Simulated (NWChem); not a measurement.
Species: InH₂S₂Cl; SMILES [SH][In]([SH])[Cl]

```xyz
6

In     0.0000     0.0000    -0.0067
Cl     0.0000     0.0000     2.3335
S     -2.1357     0.0000    -1.0841
H     -1.5956     0.0000    -2.3240
S      2.1357     0.0000    -1.0841
H      1.5956     0.0000    -2.3240
```
Atoms are numbered in this order, from 1.

Results from NWChem. Medium grid unless said otherwise, to which SCAN and Minnesota functionals are sensitive. The geometry was optimised at PBE0/def2-SVP. def2 effective core potentials on In; no spin-orbit coupling. Hybrids' shares of exact exchange are those that their runs print; pure functionals count as 0. The functionals differ in more than this share.

```csv
row,share of exact exchange,highest occupied level (eV)
PBE/def2-SVP,0.00,-6.46
HCTH/407/def2-SVP,0.00,-6.62
B3LYP/def2-SVP,0.20,withheld
M06/def2-SVP,0.27,-7.59
MPW1K/def2-SVP,0.43,-8.69
BHandHLYP/def2-SVP,0.50,-8.77
```

Question: Fit a straight line of the last column on the one before it, predict the withheld value, and compare with the run.

Answer: 
1. Means of the 5 shown rows: x = 0.240, y = -7.626. Slope Σ(x − x̄)(y − ȳ)/Σ(x − x̄)² = -1.020/0.2198 = -4.640; intercept -6.512.
2. The shown rows scatter about the line by 0.128 (root mean square); the largest residual is -0.18, at MPW1K/def2-SVP.
3. At x = 0.20 (B3LYP/def2-SVP; inside the shown range) the line gives -7.44.
4. The run gives -7.39, +0.05 from the line, 0.4 times the scatter.
